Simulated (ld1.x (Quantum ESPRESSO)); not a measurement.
Transferability test, TM potential for tin (Sn)

ld1.x (Quantum ESPRESSO) 7.5 input, shortened:

```
&input
   title='Sn', zed=50., rel=2, dft='PBE', iswitch=3,
   config='[Kr] 4d10 5s1.75 5p2.25', rel_dist='average'
 /
 &inputp
   pseudotype=2, tm=.true., lloc=0,
   nlcc=.false.
 /
3
5P  2  1   2.25   0.00  2.35  2.35  0.0
4D  3  2  10.00   0.00  1.70  1.70  0.0
5S  1  0   1.75   0.00  1.85  1.85  0.0
 &test
   configts(1)='4d10 5s1.75 5p2.25'
 /
```

Open shells are filled in proportion to 2j + 1 (rel_dist='average').

Energies are relative to the spin-unpolarised reference configuration 4d10 5s1.75 5p2.25; without spin polarisation the order of configurations can differ from experiment.

Give the all-electron excitation energy and the error of the potential for: 4d10 5s2 5p2; 4d10 5s2 5p1; 4d10 5s2 5p0; 4d9 5s2 5p3; 4d10 5s2 5p1.5; 4d10 5s2 5p2.3; 4d9 5s2 5p2.

```csv
valence configuration,charge,ΔE all-electron (eV),error AE − PS (meV)
4d10 5s2 5p2,0,-1.717,+0.1
4d10 5s2 5p1,+1,5.170,+0.4
4d10 5s2 5p0,+2,19.141,+5.6
4d9 5s2 5p3,0,22.718,-290
4d10 5s2 5p1.5,+0.5,0.905,-0.1
4d10 5s2 5p2.3,-0.3,-2.570,+0.2
4d9 5s2 5p2,+1,30.958,-240
```
